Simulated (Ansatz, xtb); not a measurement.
**BClH9NSi3: which of two conformers lies lower**

Structure X: `[SiH3][SiH2]N([SiH3])BCl`, a singlet. Structure Y: `[SiH3][SiH2]N([SiH3])BCl`, a singlet. Both are isolated molecules in the gas phase, relaxed with PBE0-D4/def2-SVP.

X (Å):

```
atom    x (Å)    y (Å)    z (Å)
   B  -1.6050  -0.7986  -1.1043
  Cl  -3.2027  -1.5099  -1.4141
   N  -1.0963  -0.7764   0.2061
  Si   2.0101  -1.8730   0.9619
  Si   0.5242  -0.1096   0.5218
  Si  -2.0356  -1.4730   1.5505
   H   2.1206  -2.7385  -0.2529
   H   3.3663  -1.3521   1.3172
   H   1.4952  -2.7035   2.0946
   H   0.4477   0.8169   1.6926
   H   0.9583   0.6590  -0.6806
   H  -2.2751  -2.9273   1.3401
   H  -3.3216  -0.7473   1.7372
   H  -1.1813  -1.2881   2.7624
   H  -1.0058  -0.3539  -2.0508
```

Y (Å):

```tsv
atom	x (Å)	y (Å)	z (Å)
B	0.9904	0.1727	1.5985
Cl	-0.5279	-0.6904	1.9518
N	1.1429	0.8093	0.3585
Si	-2.1796	1.6248	-0.0701
Si	-0.1568	0.7335	-0.8711
Si	2.6285	1.6975	-0.0261
H	-3.1515	0.5458	0.2738
H	-2.7870	2.4962	-1.1254
H	-1.9018	2.4632	1.1357
H	-0.3165	-0.6673	-1.3627
H	0.3641	1.5646	-2.0030
H	3.2788	1.0971	-1.2279
H	2.2967	3.1214	-0.3272
H	3.5427	1.6212	1.1463
H	1.8335	0.1716	2.4586
```

Problem. Estimate E(Y) − E(X) at the level CCSD(T)/def2-SVP + ΔMP2/def2-TZVPP.

Solution. CCSD(T)/def2-SVP + ΔMP2/def2-TZVPP gives E(Y) − E(X) = −0.67 kcal/mol, slightly favouring structure Y, which is too small a margin to settle the true order.

Level by level:

| level | geometry | E(Y) − E(X) (kcal/mol) | departure from the last row (kcal/mol) | job, with rough time for the two |
| --- | --- | --- | --- | --- |
| PBE0-D4/def2-SVP | PBE0-D4/def2-SVP | −0.89 | −0.23 | optimisation, 2.5 min |
| HF/def2-SVP | PBE0-D4/def2-SVP | −0.34 | +0.33 | part of the CCSD(T) run |
| MP2/def2-SVP | PBE0-D4/def2-SVP | −1.09 | −0.42 | part of the CCSD(T) run |
| CCSD(T)/def2-SVP | PBE0-D4/def2-SVP | −1.04 | −0.38 | single point |
| CCSD(T)/def2-SVP + ΔMP2/def2-TZVPP | PBE0-D4/def2-SVP | −0.67 |  | single point, 2 min |

The largest departure from CCSD(T)/def2-SVP + ΔMP2/def2-TZVPP is that of MP2/def2-SVP, 0.42 kcal/mol. Levels run at GFN2-xTB geometries aren't shown. The last row adds to CCSD(T) the change of the MP2 difference between the two basis sets, here +0.38 kcal/mol.

With thermal terms from frequencies at re-optimised GFN2-xTB minima (ideal gas, soft modes damped towards free rotors, one conformer each, 298.15 K, 1 atm): the zero-point term adds −0.04 kcal/mol; ΔH is −0.71 and ΔG −0.78 kcal/mol.

The correlated steps freeze 22 core orbitals. Run with Ansatz 0.2.0, xtb 6.7.1; the last row on 2 threads of Arm Neoverse V2 on a shared host.
